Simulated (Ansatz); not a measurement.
`N#[C][Sn]([Cl])([Cl])[C]#N` + HCl → `N#[C][Sn]([Cl])([Cl])[Cl]` + `C#N`  (ligand exchange at the Sn–C bond)

Calculated with Ansatz (gas phase, PBE0-D4/def2-TZVP geometries, no zero-point term in ΔE). CCSD(T)/CBS is the MP2 limit (def2-TZVPP, def2-QZVPP) plus CCSD(T) − MP2 in def2-TZVPP, frozen cores. This one scheme is used for every species. DFT in def2-TZVPP. def2 core potentials past Kr. For Sn outer-core shells are correlated without core-valence functions, which leaves a few kJ/mol of doubt a bond.

CCSD(T)/CBS gives -78.2 kJ/mol.

(1) Another level gave -81.1 kJ/mol. Which?
A. PBE/def2-TZVPP
B. CCSD/def2-TZVPP
C. RPA@PBE/def2-TZVPP
D. HF/def2-TZVPP

(2) What do rigid-rotor, harmonic-oscillator terms from PBE0-D4/def2-TZVP frequencies (298.15 K, 1 bar) make of the CCSD(T)/CBS value? (An estimate is asked.)

Largest T1 diagnostic among the species: 0.014.

## Answers

(1) A. PBE -81.1, RPA@PBE/def2-TZVPP -63.9, HF/def2-TZVPP -86.2, CCSD/def2-TZVPP -71.0 kJ/mol.

(2) Ansatz gave: ΔZPE = +8.0 kJ/mol, ΔH = -72.3 kJ/mol, ΔS = -5 J/(mol·K), ΔG = -70.7 kJ/mol.

In def2-TZVPP, CCSD(T) changes the Hartree–Fock value by +16.6 kJ/mol (the triples alone add +1.4 kJ/mol) and MP2 by +14.0 kJ/mol. Leaving LDA and LC-ωPBE aside and taking each functional with its dispersion term where it has one, the values, not all of them listed here, spread over 7.7 kJ/mol, from BHLYP-D4 to PBE-QIDH.

CCSD(T)/CBS has its own doubt, a few kJ/mol and more with outer-core shells, so smaller differences from it don't rank the levels.
